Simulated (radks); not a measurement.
Spherical quantum dot in the effective-mass picture: electrons in a well V = -V0 / (1 + exp((r - R)/a)) with V0 = 2.54, R = 9.07, a = 0.47, with a point charge +2 (a donor) at the centre, all in effective atomic units (hartree* = m*/eps^2 hartree, bohr* = eps/m* bohr), one dielectric constant everywhere. Method: non-relativistic Kohn-Sham, LDA (Slater exchange, Perdew-Wang correlation), spin-polarised, spherical densities; computed with a radial shooting solver with Libxc functionals. Levels are named by radial order and angular momentum (1s, 1p, 1d, 2s, ...), and open shells are averaged over m. Results are scaled to m* = 0.321 and eps = 11.4, for which hartree* = 67.21 meV and bohr* = 1.879 nm.

N = 12, configuration 1s2 1p6 1d(up 2, down 0) 2s2. This is the lowest configuration that the search found. Occupied and some empty levels:

level    occupation  eigenvalue (meV)  <r> (nm)
1s down           1           -97.398     1.841
1s up             1           -97.396     1.844
2s up             1           -76.107     11.61
2s down           1           -75.281     11.59
1p up             3           -74.240     11.80
1p down           3           -73.405     11.77
1d up             2           -70.460     12.18
1d down           0           -69.606     12.18
1f up             0           -65.296     12.52
1f down           0           -64.436     12.52
1g up             0           -58.876     12.82
1g down           0           -58.018     12.83
2p up             0           -54.265     8.862
2p down           0           -53.832     8.823

Energy (meV): total -1726.32, kinetic 271.30, external -2675.7, Hartree 847.94, exchange-correlation -169.82.

Electron density:

r (nm)  n(r) (e/nm^3)
1.55          0.02586
3.22         0.001761
4.88        0.0002994
6.55        0.0003243
8.21        0.0005567
9.88        0.0008416
11.5        0.0009838
13.2        0.0007595
14.9        0.0002972
16.5       0.00004075
18.2        1.846e-06
19.9        5.004e-08
21.5        1.273e-09
